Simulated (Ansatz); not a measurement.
Reactions of `[F][Cd][O][SiH3]`.

Calculated with Ansatz (gas phase, PBE0-D4/def2-TZVP geometries, no zero-point term in ΔE). CCSD(T)/CBS is the MP2 limit (def2-TZVPP, def2-QZVPP) plus CCSD(T) − MP2 in def2-TZVPP, frozen cores. This one scheme is used for every species. Functionals use def2-TZVPP. Elements past krypton have def2 core potentials. For Br, Cd, Ga, Ge, Se, Zn outer-core shells are correlated without core-valence functions, which leaves a few kJ/mol of doubt a bond. Scalar relativity is left out up to krypton. One conformer a species, not always the lowest.

| reaction | CCSD(T)/CBS(def2) (kcal/mol) |
| --- | --- |
| `[F][Cd][O][SiH3]` + `N[Si](O)(Cl)Cl` → `[NH2][Cd][F]` + `O[Si](Cl)(Cl)O[SiH3]` | -8.2 |
| `[F][Cd][O][SiH3]` + `C[CH2][Zn][F]` → `[F][Zn][CH2][SiH3]` + `C[O][Cd][F]` | 35.1 |
| `[F][Cd][O][SiH3]` + `CC#COC` → `COC#C[SiH3]` + `C[O][Cd][F]` | ? |
| `[F][Cd][O][SiH3]` + `B[CH2][GeH2][CH3]` → `B[CH2][GeH2][SiH3]` + `C[O][Cd][F]` | 44.7 |
| `[F][Cd][O][SiH3]` + `ClB[SeH]` → `[SiH3]B(Cl)[SeH]` + `[OH][Cd][F]` | 27.0 |
| `[F][Cd][O][SiH3]` + `CCCOC` → `C[O][Cd][F]` + `CCCO[SiH3]` | ? |
| `[F][Cd][O][SiH3]` + `OC(O)(O)F` → `[OH][Cd][F]` + `OC(O)(F)O[SiH3]` | ? |
| `[F][Cd][O][SiH3]` + `[SiH3]OB(S)Cl` → `[F][Cd][Cl]` + `[SiH3]OB(S)O[SiH3]` | -31.8 |
| `[F][Cd][O][SiH3]` + `BOCN` → `[NH2][Cd][O][SiH3]` + `BOCF` | 12.8 |
| `[F][Cd][O][SiH3]` + `[SiH3][O][GaH][Br]` → `[SiH3][O][Cd][Br]` + `[F][GaH][O][SiH3]` | -16.9 |

Fill in the missing values. (An estimate is asked.)

The calculation gave: `[F][Cd][O][SiH3]` + `CC#COC` → `COC#C[SiH3]` + `C[O][Cd][F]`: +33.2 kcal/mol; `[F][Cd][O][SiH3]` + `CCCOC` → `C[O][Cd][F]` + `CCCO[SiH3]`: +10.4 kcal/mol; `[F][Cd][O][SiH3]` + `OC(O)(O)F` → `[OH][Cd][F]` + `OC(O)(F)O[SiH3]`: +4.1 kcal/mol.

Largest T1 diagnostic: 0.018, for `C[O][Cd][F]`.
